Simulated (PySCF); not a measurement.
Compound: C6H11F3N (charge +1).
Structure used (PBE0-D3(BJ)/def2-SVP), in Å, numbered top down from 1:
```xyz
21
C6H11F3N angstrom
F      2.719   -0.570    0.989
C      2.620    0.386    0.055
F      3.729    0.428   -0.650
F      2.453    1.546    0.680
C      1.443    0.063   -0.854
N      0.230   -0.257   -0.070
C     -0.880   -0.873   -0.874
C     -2.055   -0.846    0.083
C     -1.859    0.436    0.917
C     -0.424    0.898    0.652
H      1.234    0.908   -1.524
H      1.711   -0.817   -1.455
H      0.510   -0.946    0.642
H     -0.571   -1.869   -1.219
H     -1.030   -0.222   -1.749
H     -3.007   -0.861   -0.462
H     -2.043   -1.741    0.724
H     -2.029    0.246    1.985
H     -2.562    1.226    0.621
H      0.163    1.139    1.546
H     -0.373    1.756   -0.033
```

Computed, not measured: PySCF, PBE0-D3(BJ)/def2-SVP geometry optimisation, gas phase.

Take the most abundant isotopes and a rigid rotor. The values belong to one conformer with, in the numbering `[F:1][C:2]([F:3])([F:4])[CH2:5][NH+:6]1[CH2:7][CH2:8][CH2:9][CH2:10]1`, C2–C5–N6–C7 -167°, C5–N6–C7–C8 -170°, N6–C7–C8–C9 34°, C7–C8–C9–C10 -14°, C8–C9–C10–N6 -11°.

Q: What are A, B and C (MHz)?

A: Ia = 170.79, Ib = 684.75, Ic = 740.39 u·Å²; 505379 MHz·u·Å²/I gives A = 2959, B = 738.0, C = 682.6 MHz.

Q: What kind of rotor is it?

A: A near-prolate asymmetric top; Ray's κ = -0.951.

Q: What does the inertial defect say?

A: Not planar: Δ = Ic − Ia − Ib = -115.15 u·Å². For a rigid frame Δ = −2 Σ m c², so Σ m c² = 57.58 u·Å² lies off the ab plane: 11.34 from hydrogen and 46.24 from heavier atoms. The atom farthest from that plane is 1.68 Å away.

Q: Where do the levels up to J = 4 lie, in MHz?

A: Above 0(0,0):
J = 1: 1(0,1) 1421, 1(1,1) 3642, 1(1,0) 3697
J = 2: 2(0,2) 4261, 2(1,2) 6428, 2(1,1) 6594, 2(2,1) 13257, 2(2,0) 13258
J = 3: 3(0,3) 8519, 3(1,3) 10606, 3(1,2) 10938, 3(2,2) 17519, 3(2,1) 17524, 3(3,1) 28764, 3(3,0) 28764
J = 4: 4(0,4) 14191, 4(1,4) 16175, 4(1,3) 16730, 4(2,3) 23201, 4(2,2) 23216, 4(3,2) 34448, 4(3,1) 34448, 4(4,1) 50188, 4(4,0) 50188
The levels of one J sum to (2J + 1)J(J + 1)(A + B + C)/3.

Q: Which lines would a microwave search look for?

A: The dipole components (about the centre of mass, as the species is charged) are |μa| = 6.23 D, |μb| = 1.94 D, |μc| = 0.91 D. Intensities carry the squares of the components, which stand as 1.00 : 0.10 : 0.02 (a : b : c). Some lines, for components of 0.1 D or more:

| type | branch | J(Ka,Kc) | MHz | lower level (cm⁻¹) |
| --- | --- | --- | --- | --- |
| b | R | 2(0,2) ← 1(1,1) | 619 | 0.121 |
| a | R | 1(0,1) ← 0(0,0) | 1421 | 0.000 |
| c | Q | 2(1,2) ← 2(0,2) | 2167 | 0.142 |
| c | Q | 1(1,1) ← 1(0,1) | 2221 | 0.047 |
| b | Q | 1(1,0) ← 1(0,1) | 2277 | 0.047 |
| b | Q | 2(1,1) ← 2(0,2) | 2333 | 0.142 |
| a | R | 2(1,2) ← 1(1,1) | 2786 | 0.121 |
| a | R | 2(0,2) ← 1(0,1) | 2840 | 0.047 |
| a | R | 2(1,1) ← 1(1,0) | 2897 | 0.123 |
| b | R | 1(1,1) ← 0(0,0) | 3642 | 0.000 |
| c | R | 1(1,0) ← 0(0,0) | 3697 | 0.000 |
| b | R | 2(1,2) ← 1(0,1) | 5007 | 0.047 |
| c | R | 2(1,1) ← 1(0,1) | 5173 | 0.047 |
| c | Q | 2(2,1) ← 2(1,1) | 6663 | 0.220 |
| b | Q | 2(2,0) ← 2(1,1) | 6664 | 0.220 |
| b | Q | 2(2,1) ← 2(1,2) | 6830 | 0.214 |
| b | R | 2(2,1) ← 1(1,0) | 9560 | 0.123 |
| c | R | 2(2,0) ← 1(1,0) | 9561 | 0.123 |
| c | R | 2(2,1) ← 1(1,1) | 9615 | 0.121 |
| b | R | 2(2,0) ← 1(1,1) | 9616 | 0.121 |

Q: Estimate the classical rotational partition function at 10 K, 100 K and 200 K.

A: Point group C1, symmetry number σ = 1; q = (√π/σ)·√((kT/h)³/(ABC)), k/h = 20836.6 MHz/K: 4370 at 10 K, 138000 at 100 K, 391000 at 200 K.

Not checked by PBE0-D3(BJ)/def2-SVP frequencies. No vibrational averaging or centrifugal distortion is included, and the geometry carries the error of its method. Quadrupole hyperfine structure (14N) is left out.
